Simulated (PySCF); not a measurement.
# A small calculation by hand: oscillator strength and radiative lifetime

H6OSn2, SMILES [SnH3][O][SnH3].

Coordinates come from a PBE0-D3(BJ)/def2-SVP optimisation. A frequency run showed that this geometry is not a minimum. The def2 effective core potentials stand for the cores of Sn; spin–orbit coupling is left out.

TDA-PBE/def2-SVPD (PySCF) puts the first singlet state with f over 0.02 at 5.29 eV (vertical), with the transition dipole (-0.172, 0.369, 0.008) in atomic units.

Problem. Find the oscillator strength, the wavelength and the radiative lifetime that this transition would have in vacuum if emission retraced absorption.

Solution. 
|μ|² = 0.1658 au, so |μ| = 1.03 D. ΔE = 5.29/27.211 = 0.1944 hartree. f = (2/3) ΔE |μ|² = 0.021 (the program prints 0.022).
λ = 1239.84/5.29 = 234 nm; ν = 42667 cm⁻¹.
Einstein's coefficient A = 0.6670 ν² f s⁻¹ (ν in cm⁻¹) = 2.6e7 s⁻¹, so τ = 1/A = 38 ns. This state is S2; the lower singlet has f = 0.014. The figure is the radiative limit of this one transition; relaxation, internal conversion, crossing to triplets and a medium change what is measured.
